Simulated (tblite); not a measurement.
Species: C₅H₅BrF₂Si.
Numbering: `[F:1]/[C:2]([Br:3])=[C:4](\[F:5])[C:6]#[C:7][CH2:8][SiH3:9]` (hydrogens: H10, H11 on C8; H12, H13, H14 on Si9)

Computed with GFN2-xTB (tblite), gas phase: L-BFGS steps from a force-field or distance-geometry start until the largest atomic force falls under 0.01 eV/Å.

Step 11: E = -773.7544 eV
```
atom  x, y, z in Å  |  force x, y, z in eV/Å
F1     -4.3427   -0.8105   -0.6432    0.004   0.013  -0.024
C2     -3.1362   -0.6369   -0.1077    0.016   0.004   0.021
Br3    -2.7416   -1.8371    1.2934   -0.039   0.055  -0.075
C4     -2.2583    0.2978   -0.5009   -0.019  -0.073   0.052
F5     -2.5654    1.1384   -1.5106   -0.038  -0.055   0.043
C6     -0.9979    0.4465    0.0949    0.025   0.015   0.028
C7      0.0696    0.5897    0.6386   -0.006   0.006  -0.061
C8      1.3716    0.7285    1.2035    0.023   0.000  -0.030
Si9     2.6691   -0.3528    0.2573   -0.042   0.036   0.025
H10     1.6534    1.7820    1.1459    0.035  -0.030   0.051
H11     1.3393    0.4400    2.2552   -0.007   0.025  -0.018
H12     3.1442   -1.3991    1.1613   -0.008   0.007   0.010
H13     2.0366   -0.9407   -0.9213    0.027   0.025   0.004
H14     3.7576    0.5537   -0.1084    0.031  -0.030  -0.025
```

Step 12: E = -773.7556 eV
```
atom  x, y, z in Å  |  force x, y, z in eV/Å
F1     -4.3410   -0.8087   -0.6451   -0.026   0.002  -0.028
C2     -3.1364   -0.6383   -0.1056    0.025   0.022   0.006
Br3    -2.7464   -1.8398    1.2930   -0.029   0.040  -0.053
C4     -2.2589    0.2967   -0.4985   -0.012  -0.076   0.049
F5     -2.5663    1.1354   -1.5082   -0.061  -0.026   0.005
C6     -0.9984    0.4498    0.0943    0.035  -0.008   0.046
C7      0.0718    0.5901    0.6326    0.018   0.026  -0.006
C8      1.3711    0.7299    1.2045    0.039   0.001  -0.043
Si9     2.6683   -0.3517    0.2584   -0.023   0.026   0.025
H10     1.6564    1.7832    1.1472    0.015  -0.053   0.058
H11     1.3367    0.4391    2.2564   -0.017   0.040  -0.050
H12     3.1437   -1.3980    1.1622   -0.012   0.007   0.010
H13     2.0393   -0.9379   -0.9222    0.016   0.018   0.001
H14     3.7594    0.5496   -0.1112    0.033  -0.018  -0.019
```

Step 13: E = -773.7566 eV
```
atom  x, y, z in Å  |  force x, y, z in eV/Å
F1     -4.3395   -0.8072   -0.6469   -0.044  -0.003  -0.032
C2     -3.1363   -0.6394   -0.1034    0.004   0.025  -0.013
Br3    -2.7518   -1.8415    1.2914   -0.015   0.006  -0.010
C4     -2.2590    0.2950   -0.4955    0.002  -0.045   0.025
F5     -2.5682    1.1319   -1.5055   -0.071  -0.004  -0.021
C6     -0.9985    0.4526    0.0945    0.025  -0.031   0.050
C7      0.0743    0.5913    0.6274    0.037   0.040   0.033
C8      1.3713    0.7310    1.2043    0.043   0.002  -0.037
Si9     2.6674   -0.3504    0.2598    0.012   0.008   0.012
H10     1.6592    1.7835    1.1496    0.008  -0.045   0.054
H11     1.3336    0.4392    2.2562   -0.021   0.039  -0.060
H12     3.1432   -1.3970    1.1634   -0.016   0.008   0.009
H13     2.0421   -0.9350   -0.9231    0.005   0.011   0.000
H14     3.7616    0.5456   -0.1143    0.029  -0.011  -0.011
```

Problem. Estimate the geometry and energy of step 14. (The exact step hangs on the optimiser's Hessian estimate; all steps are aligned on step 13, rigid shifts and turns removed.)

Solution. E = -773.7574 eV, largest force 0.071 eV/Å
```
atom  x, y, z in Å  |  force x, y, z in eV/Å
F1     -4.3387   -0.8061   -0.6487   -0.043  -0.002  -0.030
C2     -3.1364   -0.6401   -0.1017   -0.026   0.015  -0.026
Br3    -2.7568   -1.8429    1.2897   -0.003  -0.025   0.029
C4     -2.2586    0.2931   -0.4930    0.011  -0.003  -0.006
F5     -2.5709    1.1288   -1.5035   -0.061   0.004  -0.024
C6     -0.9980    0.4544    0.0956    0.003  -0.045   0.041
C7      0.0766    0.5931    0.6240    0.035   0.043   0.045
C8      1.3723    0.7316    1.2034    0.035   0.003  -0.022
Si9     2.6672   -0.3492    0.2610    0.045  -0.010  -0.008
H10     1.6614    1.7829    1.1526    0.014  -0.013   0.041
H11     1.3304    0.4401    2.2548   -0.017   0.024  -0.045
H12     3.1424   -1.3960    1.1646   -0.018   0.008   0.009
H13     2.0444   -0.9323   -0.9239   -0.002   0.006   0.000
H14     3.7640    0.5420   -0.1170    0.025  -0.005  -0.003
```

The energy changes by -0.0008 eV. The first-order estimate −F·Δx gives -0.0011 eV and the mean of the old and new forces, exact on a quadratic surface, -0.0008 eV. The step makes an angle of 63° with the force vector and moves no atom by more than 0.005 Å.

What follows is the cost of the whole relaxation. Time: 1.3 s. Hardware: one thread of an Arm Neoverse N1, shared host with 64 logical CPUs at a one-minute load of 60.
